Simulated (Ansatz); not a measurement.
`FCOC(F)CF`. The species carries charge 0 and has multiplicity 1.

Cartesian coordinates in Å:
```
F -0.8291 2.3419 0.1512
C -0.6635 1.3620 1.0991
O 0.2743 0.4395 0.6758
C -0.1633 -0.4285 -0.3092
F -1.0194 -1.3555 0.2381
C 1.0568 -1.1241 -0.8544
F 0.6909 -1.9438 -1.8921
H -1.6401 0.8989 1.2677
H -0.2684 1.8223 2.0045
H -0.7222 0.0904 -1.0955
H 1.7666 -0.3779 -1.2193
H 1.5174 -1.7252 -0.0658
```

(1) List the harmonic frequencies (cm⁻¹, unscaled) at PBE0-D4/def2-TZVP in Ansatz. (An estimate is asked.)

(2) Is this a minimum?

(3) Give the ideal-gas thermochemistry at 298.15 K and 1 bar (rigid rotor, harmonic oscillator; point group C1, symmetry number 1).

(4) And at 400, 500, 600, 800 and 1000 K?

Answers

(1) Ansatz gave: 52, 86, 139, 197, 286, 414, 485, 559, 637, 898, 1044, 1072, 1102, 1124, 1143, 1188, 1213, 1271, 1301, 1356, 1387, 1443, 1463, 1488, 1526, 3070, 3072, 3079, 3136, 3152.

(2) Yes, all 30 modes are real.

(3) Zero-point energy 229.6 kJ/mol; H(298) − E = 251.0 kJ/mol; entropy 361.0 J/(mol·K), of which translation 167.9, rotation 117.0, vibration 76.1; G(298) − E = 143.4 kJ/mol. Modes under 100 cm⁻¹ are hindered rotations or soft bends, so the harmonic entropy is rough.

(4) 
```csv
T (K),H − E (kJ/mol),S (J/mol/K),G − E (kJ/mol)
400,263.1,395.6,104.8
500,277.3,427.2,63.7
600,293.5,456.7,19.5
800,330.7,510.0,-77.3
1000,372.5,556.6,-184.1
```
